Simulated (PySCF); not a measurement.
**Calculated NMR parameters of COC(F)(F)[Si@@H]1C[SiH2][SiH2]1**

```yaml
Formula: C3H10F2OSi3
SMILES: COC(F)(F)[Si@@H]1C[SiH2][SiH2]1
InChI: InChI=1S/C3H10F2OSi3/c1-6-3(4,5)9-2-7-8-9/h9H,2,7-8H2,1H3/t9-/m0/s1
Point_group_of_the_computed_structure: C1
Degrees_of_unsaturation: 1
Carbon_signals: 3
Proton_signals: 8
```

Atoms are numbered as in `[CH3:1][O:2][C:3]([F:4])([F:5])[Si@@H:6]1[CH2:7][SiH2:8][SiH2:9]1`. Each H is labelled by its parent atom. Ha(C7), Ha(Si8), Ha(Si9) are cis to C3 on the ring; Hb(C7), Hb(Si8), Hb(Si9) are trans to C3 on the ring.

[PySCF: shieldings: GIAO PBE0/pcSseg-1; geometry: GFN2-xTB; one computed conformer; equivalent nuclei averaged; gas phase; relativity neglected]

Shifts are taken against calculated references (same method and geometry level): 1H (σ = 31.72 ppm) and 13C (σ = 186.93 ppm) and 29Si (σ = 349.16 ppm) against TMS; CFCl3 for 19F (σ = 170.95 ppm); H2O for 17O (σ = 336.08 ppm).

| carbon | δC, type | δH (multiplicity) | HMBC from (2–3 bonds) | span of the C tensor (ppm) |
| --- | --- | --- | --- | --- |
| C1 | 48.7, CH3 | 3.86 (s) | – | 75 |
| C3 | 139.6, C | – | H(Si6), Hb(Si9), Ha(Si9), H(C1), Ha(C7), Hb(C7) | 29 |
| C7 | -0.6, CH2 | Hb(C7) 0.72 (m); Ha(C7) 0.87 (m) | H(Si6), Hb(Si8), Ha(Si8), Hb(Si9), Ha(Si9) | 32 |

Other nuclei:
| atoms | nucleus | environment | δ (ppm) | σ (ppm) |
| --- | --- | --- | --- | --- |
| H(Si6) | 1H | hydrogen on a silicon bonded to 2 C, Si, in a 4-membered ring | 5.08 | 26.64 |
| Hb(Si8) | 1H | hydrogen on a silicon bonded to C, Si, in a 4-membered ring | 4.66 | 27.05 |
| Ha(Si8) | 1H | hydrogen on a silicon bonded to C, Si, in a 4-membered ring | 4.61 | 27.10 |
| Hb(Si9) | 1H | hydrogen on a silicon bonded to 2 Si, in a 4-membered ring | 4.48 | 27.23 |
| Ha(Si9) | 1H | hydrogen on a silicon bonded to 2 Si, in a 4-membered ring | 4.45 | 27.26 |
| F5 | 19F | fluorine of a CF2 group | -99.2 | 270.1 |
| F4 | 19F | fluorine of a CF2 group | -104.0 | 275.0 |
| Si6 | 29Si | silicon bonded to 2 C, Si, H, in a 4-membered ring | -18.8 | 368.0 |
| Si8 | 29Si | silicon bonded to C, Si, 2 H, in a 4-membered ring | -57.2 | 406.4 |
| Si9 | 29Si | silicon bonded to 2 Si, 2 H, in a 4-membered ring | -68.4 | 417.5 |
| O2 | 17O | ether oxygen | 104.6 | 231.5 |

- Carbon types of the structure: 1 × C, 1 × CH2, 1 × CH3, leaving 5 H on heteroatoms.
- δC 139.6: fully substituted sp3 carbon bonded to 2 F and O and Si; 3 electronegative neighbours deshield it.
- δC 48.7: methyl carbon bonded to O; the inductive effect lowers its shielding.
- δC -0.6: sp3 CH2 bonded to 2 Si; an electropositive neighbour leaves it electron-rich and shielded.
- δH 3.86: hydrogen on a methyl carbon bonded to O; its carbon carries O, which withdraws density.
- δH 0.87, 0.72: hydrogen on an sp3 CH2 bonded to 2 Si; an electropositive neighbour shields it, as in TMS itself.

Splittings by 19F in the carbon and heteronuclear signals aren't shown, as no couplings were computed. Shifts are as computed. Against solution values, carbons near 30 ppm lie about +3 ppm off and those near 130 ppm about +5 ppm. Of 1211 compounds with measured shifts, 218 miss one by over three times the rms of a fit or turn the order of signals round; such compounds aren't used in these exercises. Unscaled 19F shifts against computed CFCl3 carry errors that often reach 10 to 50 ppm. Experimental scales use liquid or dissolved standards, which lie at an offset from isolated H2O (liquid H2O: subtract about 36 ppm). No couplings were computed; multiplicities are counted from neighbouring protons, with m where these are inequivalent, close in shift, in a saturated or five-membered ring or joined by F or P, and br s for small geminal =CH2 splittings.
